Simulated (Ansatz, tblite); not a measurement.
Cost and result up the ladder for the cluster GeSe₂⁻ (3 atoms). The state is a doublet with charge -1. Geometry: r2SCAN-D4/def2-TZVPD.

```xyz
3

Ge   -0.2735   -0.4647    0.3064
Se    1.0022   -1.1154   -1.4244
Se   -0.7287    1.5800    1.1180
```

Ansatz on 4 threads of Arm Neoverse V1 on a shared host; xTB runs through tblite on one thread. Times are rough, summed over both states, and most runs start from the orbitals of an earlier one. ωB97X-V/def2-TZVPD serves as the yardstick here, not as an exact answer. Differences are given only for rows in sets of like size (and for xTB, whose basis is part of the method), since another set adds its own error. The other state is a quartet at its own geometry.

The xTB rows come from tblite. Correlated methods freeze 27 core orbitals; core or outer-core shells of Ge, Se are correlated, in sets that lack core-valence functions. The rows differ in basis, and correlated rows in double-zeta sets carry the largest basis error. In CCSD on the charge -1 quartet the largest single amplitude is 0.26, so its Hartree–Fock determinant may place the open shell otherwise than the density functionals do. The structure comes from a short search, and lower isomers may exist.

Correlated methods converge slowly with the basis, most of all in double-zeta sets.

xTB has no spin-polarisation term.

| level | functions | wall time | quartet − doublet (eV) | difference from ωB97X-V/def2-TZVPD (eV) | remarks |
| --- | --- | --- | --- | --- | --- |
| GFN2-xTB | 27 | 0.006 s | 3.06 | 0.70 | – |
| revPBE-D4/def2-TZVPD | 168 | 6.9 s | 2.16 | -0.20 | HOMO above zero (quartet) |
| PBE-D4/def2-TZVPD | 168 | 7.1 s | 2.22 | -0.14 | HOMO above zero (quartet) |
| HF/def2-TZVPD | 168 | 10 s | 1.65 | -0.71 | – |
| RPA@PBE/def2-TZVPD | 168 | 11 s | 2.17 | -0.18 | – |
| MP2/def2-TZVPD | 168 | 13 s | 2.70 | 0.34 | – |
| PBE0-D4/def2-TZVPD | 168 | 14 s | 2.22 | -0.14 | HOMO above zero (quartet) |
| r2SCAN-D4/def2-TZVPD | 168 | 16 s | 2.21 | -0.15 | HOMO above zero (quartet) |
| r2SCANh-D4/def2-TZVPD | 168 | 21 s | 2.20 | -0.16 | HOMO above zero (quartet) |
| B97M-V/def2-TZVPD | 168 | 25 s | 2.24 | -0.12 | HOMO above zero (quartet) |
| CCSD(T)/def2-SVPD | 120 | 35 s | 2.29 | – | – |
| ωB97X-V/def2-TZVPD (with forces) | 168 | 39 s | 2.36 | 0.00 | – |
